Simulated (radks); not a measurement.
The numbers below are computed, except where a source is named.
Problem. The selenium ion Se8+ is in [Ar] 3d(3/2: 4, 5/2: 4). Level of theory: Dirac Kohn-Sham, relativistic LDA (MacDonald-Vosko exchange, VWN5 correlation), spin-unpolarised, spherical densities, finite nucleus; Fermi nuclear charge, rms radius of each element as measured or else 0.836 A^(1/3) + 0.57 fm (a radial shooting solver on a logarithmic mesh with Libxc functionals). Sub-shells are occupied by j as written (lower j first in brackets). One electron is removed from 3p1/2, 3d5/2, 3d3/2, 3p3/2 in turn, with full relaxation. Which removal costs least, and what does each cost?

Solution. 3d5/2 223.31 eV; 3d3/2 224.42 eV; 3p3/2 321.57 eV; 3p1/2 328.03 eV. The 3d5/2 electron leaves first.
